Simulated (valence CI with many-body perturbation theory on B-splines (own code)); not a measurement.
Forbidden lines of Sm21+

Calculated by relativistic CI+MBPT: five valence electrons over a frozen Dirac-Fock core [Kr], radial functions for each j: 7 s, 7 p, 8 d, 6 f, 4 g, 1 h, with the one-electron correlation potential Σ1, the two-electron term Σ2, the three-electron term Σ3, Breit, model QED; selected CI, second order for the rest (own B-spline code, finite nucleus).

No measured levels were compared; by estimate terms of the open shell hold to 2 to 4 % of their energy, and close levels can change places. Core correlation moves these levels by up to 12000 cm⁻¹, and in measured spectra 5 to 20 % of such shifts remained as error; rates that hang on mixing are uncertain with them. Among the levels kept, up to 270 cm⁻¹ of a level comes from second order outside the variational space, and about a tenth of that is noise between levels of different J, which matters for small intervals. Only levels of the ground parity were solved; by the run's estimate the other parity begins above the list, which can be wrong where configurations are misplaced.

Lines 51 to 100 of 120 in falling wavelength, among levels below 275500 cm⁻¹, chosen from the decays that carry over 1 % of a level's rate. Wavelengths and rates use the calculated energies, so an error of 2000 cm⁻¹ moves a line at 2006 Å by 4 % and its rate by three times that or more. S is in atomic units (e²a₀⁴ for E2 and M2, e²a₀⁶ for E3), for M1 in squared Bohr magnetons. Weak lines are less certain than strong ones. Lines between different terms over intervals too small for the method are left out, as are lines whose strength nearly cancels.

Levels are named by their leading jj configuration (3d3/2^4 stands for four electrons in 3d with j = 3/2), which in mixed levels can hold well under half, so a name can repeat and another be missing. Letters in brackets count levels of one name in rising energy.

```
λ vac (Å)                        Upper                        Lower  Type   A (s⁻¹)  S (a.u.)
     2006  (4d3/2^2 4d5/2^3) J=5/2 [b]      (4d3/2^3 4d5/2^2) J=5/2    M1  1.67e+03  3.00e+00
     2002    (4d3/2 4d5/2^4) J=5/2 [a]  (4d3/2^2 4d5/2^3) J=7/2 [a]    M1  9.56e+02  1.71e+00
     1981  (4d3/2^2 4d5/2^3) J=9/2 [a]  (4d3/2^3 4d5/2^2) J=7/2 [a]    M1  5.72e+02  1.65e+00
     1935     (4d3/2^2 4d5/2^3) J=13/2     (4d3/2^3 4d5/2^2) J=11/2    M1  2.44e+02  9.17e-01
     1933  (4d3/2^2 4d5/2^3) J=5/2 [c]  (4d3/2^3 4d5/2^2) J=7/2 [b]    M1  4.25e+02  6.82e-01
     1876  (4d3/2^2 4d5/2^3) J=3/2 [a]  (4d3/2^3 4d5/2^2) J=3/2 [a]    M1  2.23e+03  2.19e+00
     1869  (4d3/2^2 4d5/2^3) J=3/2 [b]  (4d3/2^2 4d5/2^3) J=5/2 [a]    M1  4.14e+02  4.01e-01
     1787  (4d3/2^2 4d5/2^3) J=9/2 [c]  (4d3/2^2 4d5/2^3) J=9/2 [a]    M1  2.70e+01  5.71e-02
     1764  (4d3/2^2 4d5/2^3) J=5/2 [a]    (4d3/2^4 4d5/2) J=5/2 [b]    M1  1.98e+03  2.41e+00
     1731    (4d3/2 4d5/2^4) J=7/2 [a]  (4d3/2^2 4d5/2^3) J=9/2 [a]    M1  1.93e+03  2.97e+00
     1725       (4d3/2 4d5/2^4) J=11/2     (4d3/2^2 4d5/2^3) J=13/2    M1  7.08e+02  1.62e+00
     1711  (4d3/2^2 4d5/2^3) J=5/2 [b]  (4d3/2^3 4d5/2^2) J=3/2 [a]    M1  3.09e+02  3.44e-01
     1707    (4d3/2 4d5/2^4) J=5/2 [a]  (4d3/2^2 4d5/2^3) J=5/2 [a]    M1  3.24e+03  3.58e+00
     1682  (4d3/2^2 4d5/2^3) J=7/2 [c]  (4d3/2^2 4d5/2^3) J=5/2 [a]    M1  2.28e+02  3.21e-01
     1643  (4d3/2^2 4d5/2^3) J=5/2 [b]  (4d3/2^3 4d5/2^2) J=7/2 [a]    M1  5.23e+02  5.16e-01
     1641  (4d3/2^3 4d5/2^2) J=7/2 [a]    (4d3/2^4 4d5/2) J=5/2 [a]    M1  4.25e+02  5.58e-01
     1623  (4d3/2^2 4d5/2^3) J=9/2 [c]     (4d3/2^2 4d5/2^3) J=11/2    M1  2.05e+02  3.24e-01
     1578  (4d3/2^3 4d5/2^2) J=3/2 [a]    (4d3/2^4 4d5/2) J=5/2 [a]    M1  2.59e+03  1.51e+00
     1572  (4d3/2^2 4d5/2^3) J=9/2 [b]      (4d3/2^3 4d5/2^2) J=9/2    M1  2.03e+03  2.93e+00
     1568       (4d3/2 4d5/2^4) J=11/2  (4d3/2^2 4d5/2^3) J=9/2 [a]    M1  7.69e+02  1.32e+00
     1560    (4d3/2 4d5/2^4) J=3/2 [a]  (4d3/2^2 4d5/2^3) J=3/2 [a]    M1  2.42e+03  1.36e+00
     1550    (4d3/2 4d5/2^4) J=5/2 [a]  (4d3/2^3 4d5/2^2) J=7/2 [b]    M1  5.73e+02  4.75e-01
     1530  (4d3/2^2 4d5/2^3) J=7/2 [a]    (4d3/2^4 4d5/2) J=5/2 [b]    M1  1.77e+02  1.89e-01
     1530  (4d3/2^2 4d5/2^3) J=7/2 [c]  (4d3/2^3 4d5/2^2) J=7/2 [b]    M1  8.67e+02  9.21e-01
     1514    (4d3/2 4d5/2^4) J=7/2 [a]  (4d3/2^2 4d5/2^3) J=7/2 [a]    M1  1.45e+03  1.50e+00
     1511  (4d3/2^2 4d5/2^3) J=7/2 [b]      (4d3/2^3 4d5/2^2) J=5/2    M1  2.92e+01  2.98e-02
     1493  (4d3/2^2 4d5/2^3) J=7/2 [b]      (4d3/2^3 4d5/2^2) J=9/2    M1  4.47e+02  4.41e-01
     1464  (4d3/2^2 4d5/2^3) J=5/2 [c]      (4d3/2^3 4d5/2^2) J=5/2    M1  4.34e+01  3.03e-02
     1444  (4d3/2^2 4d5/2^3) J=9/2 [b]     (4d3/2^3 4d5/2^2) J=11/2    M1  7.27e+02  8.12e-01
     1440       (4d3/2 4d5/2^4) J=11/2     (4d3/2^2 4d5/2^3) J=11/2    M1  3.20e+03  4.25e+00
     1432    (4d3/2 4d5/2^4) J=3/2 [a]  (4d3/2^2 4d5/2^3) J=1/2 [a]    M1  2.67e+03  1.16e+00
     1422  (4d3/2^3 4d5/2^2) J=3/2 [b]    (4d3/2^4 4d5/2) J=5/2 [b]    M1  1.83e+02  7.80e-02
     1413  (4d3/2^2 4d5/2^3) J=3/2 [b]      (4d3/2^3 4d5/2^2) J=1/2    M1  2.32e+02  9.70e-02
     1390      (4d3/2^3 4d5/2^2) J=5/2    (4d3/2^4 4d5/2) J=5/2 [a]    M1  1.82e+02  1.09e-01
     1354  (4d3/2^2 4d5/2^3) J=9/2 [b]  (4d3/2^3 4d5/2^2) J=7/2 [a]    M1  7.30e+02  6.72e-01
     1339    (4d3/2 4d5/2^4) J=7/2 [a]  (4d3/2^2 4d5/2^3) J=5/2 [a]    M1  1.54e+02  1.10e-01
     1315  (4d3/2^2 4d5/2^3) J=3/2 [b]      (4d3/2^3 4d5/2^2) J=5/2    M1  1.00e+02  3.38e-02
     1300  (4d3/2^2 4d5/2^3) J=5/2 [c]  (4d3/2^3 4d5/2^2) J=3/2 [a]    M1  4.25e+02  2.08e-01
     1295  (4d3/2^2 4d5/2^3) J=7/2 [b]  (4d3/2^3 4d5/2^2) J=7/2 [a]    M1  2.27e+01  1.46e-02
     1285  (4d3/2^2 4d5/2^3) J=1/2 [b]      (4d3/2^3 4d5/2^2) J=1/2    M1  9.13e+02  1.44e-01
     1269  (4d3/2^2 4d5/2^3) J=9/2 [c]  (4d3/2^3 4d5/2^2) J=7/2 [b]    M1  8.51e+02  6.44e-01
     1268  (4d3/2^2 4d5/2^3) J=3/2 [a]    (4d3/2^4 4d5/2) J=5/2 [b]    M1  1.69e+03  5.10e-01
     1260  (4d3/2^2 4d5/2^3) J=5/2 [c]  (4d3/2^3 4d5/2^2) J=7/2 [a]    M1  1.59e+03  7.09e-01
     1241    (4d3/2 4d5/2^4) J=7/2 [a]  (4d3/2^3 4d5/2^2) J=7/2 [b]    M1  4.61e+02  2.61e-01
     1233    (4d3/2 4d5/2^4) J=5/2 [a]      (4d3/2^3 4d5/2^2) J=5/2    M1  2.17e+03  9.05e-01
     1220  (4d3/2^2 4d5/2^3) J=7/2 [c]      (4d3/2^3 4d5/2^2) J=5/2    M1  3.19e+02  1.72e-01
     1209  (4d3/2^2 4d5/2^3) J=7/2 [c]      (4d3/2^3 4d5/2^2) J=9/2    M1  1.14e+03  5.94e-01
     1190  (4d3/2^2 4d5/2^3) J=5/2 [b]    (4d3/2^4 4d5/2) J=5/2 [b]    M1  7.83e+01  2.94e-02
     1182  (4d3/2^2 4d5/2^3) J=3/2 [b]  (4d3/2^3 4d5/2^2) J=3/2 [a]    M1  4.24e+02  1.04e-01
     1129  (4d3/2^3 4d5/2^2) J=7/2 [b]    (4d3/2^4 4d5/2) J=5/2 [a]    M1  1.67e+02  7.13e-02
```
